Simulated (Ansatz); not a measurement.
Basis-set extrapolation for `C=C[SiH](O)S[SiH2]O` (PBE0-D4/def2-TZVP geometry, frozen core, the Gaussian-basis code of Ansatz). Multiplicity 1, RHF reference.

|  | def2-TZVPP | def2-QZVPP |
| --- | --- | --- |
| HF | -1205.801926 | -1205.842182 |
| MP2 correlation | -1.222066 | -1.317883 |
| CCSD(T) correlation | -1.333986 | not run |

Energies in hartree. Use E(X) = E(∞) + A·exp(−7.88·√X) for Hartree–Fock and E(X) = E(∞) + B·X^(−2.97) for correlation, with X = 3 and 4, and add CCSD(T) minus MP2 of the smaller set to the MP2 limit.

**Question.** What is the CCSD(T) energy at the basis-set limit?

**Answer.** HF limit: -1205.842182 + (-0.040256) × 0.13774 = -1205.84773. MP2 limit: -1.317883 + (-0.095817) × 0.74074 = -1.38886. Higher-order term: -1.333986 − (-1.222066) = -0.11192. Total: -1207.34851 hartree, 558.2 kJ/mol below CCSD(T)/def2-TZVPP.
